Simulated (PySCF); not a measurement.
Species: `C[C@@H](S)[C@@H]1[SiH2]C=CC1=O`. The columns A, B, C and D hold Mulliken, IAO, Hirshfeld and ESP-fitted charges (e) of one PBE0/pcSseg-1 density (PySCF), in a shuffled order. Coordinates in Å (GFN2-xTB); the density's dipole moment is (1.05, 2.26, 0.62) D.

```
atom       x       y       z       A       B       C       D
  C1  -2.336  -0.805   0.407  -0.128  -0.686  -0.174  -0.422
  C2  -1.182  -0.332  -0.456  -0.018  +0.161  -0.385  -0.153
  S3  -1.724   1.000  -1.603  -0.023  -0.335  -0.080  -0.067
  C4   0.014   0.167   0.335  -0.129  -0.472  -0.562  -0.434
 Si5   1.304   1.171  -0.663  +0.316  +0.358  +0.735  +0.741
  C6   2.656   0.502   0.471  -0.115  -0.239  -0.351  -0.392
  C7   2.216  -0.516   1.213  -0.046  -0.347  -0.096  -0.176
  C8   0.817  -0.937   0.991  +0.152  +0.701  +0.301  +0.365
  O9   0.392  -2.039   1.253  -0.227  -0.526  -0.367  -0.422
 H10  -2.683  -0.003   1.059  +0.036  +0.184  +0.099  +0.132
 H11  -3.167  -1.137  -0.211  +0.040  +0.171  +0.127  +0.150
 H12  -1.999  -1.637   1.022  +0.038  +0.226  +0.149  +0.165
 H13  -0.866  -1.133  -1.129  +0.044  +0.180  +0.165  +0.158
 H14  -2.154   1.830  -0.654  +0.051  +0.217  +0.132  +0.084
 H15  -0.346   0.804   1.152  +0.046  +0.181  +0.179  +0.162
 H16   1.453   0.692  -2.034  -0.070  -0.051  -0.041  -0.106
 H17   1.106   2.616  -0.575  -0.073  -0.075  -0.059  -0.112
 H18   3.673   0.854   0.539  +0.051  +0.168  +0.120  +0.162
 H19   2.816  -1.089   1.906  +0.056  +0.183  +0.108  +0.164
```

Task: Which column most likely holds the ESP-fitted charges?

Result: B. Σ q r misses the density's dipole by 0.03 D (B), 1.45 D (A), 2.53 D (D), 3.14 D (C). Charges fitted to the outside potential are the only set here that is tied to the molecule's multipoles.

Task: And the Hirshfeld charges?

Result: A. The mean sizes are 0.087 e (A), 0.223 e (C), 0.240 e (D), 0.287 e (B), and Hirshfeld charges are commonly the smallest of these schemes.

As computed, A = Hirshfeld, B = ESP-fitted, C = Mulliken, D = IAO. Hydrogens on carbon: Hirshfeld +0.04 to +0.06, ESP-fitted +0.17 to +0.23, Mulliken +0.10 to +0.18, IAO +0.13 to +0.17 e.

The Mulliken scheme gives each basis function's population to the atom it is centred on and halves the overlap population of two atoms between them. The ESP scheme is a least-squares fit of atom-centred charges to the potential on four shells outside the van der Waals surface, with the total charge fixed.

One conformer (not necessarily the lowest) at the GFN2-xTB geometry, without solvent, vibrations or thermal averaging.

The values belong to the conformer `[CH3:1][C@@H:2]([SH:3])[C@@H:4]1[SiH2:5][CH:6]=[CH:7][C:8]1=[O:9]`: C1–C2–C4–Si5 -165°, H–S3–C2–C1 58°.
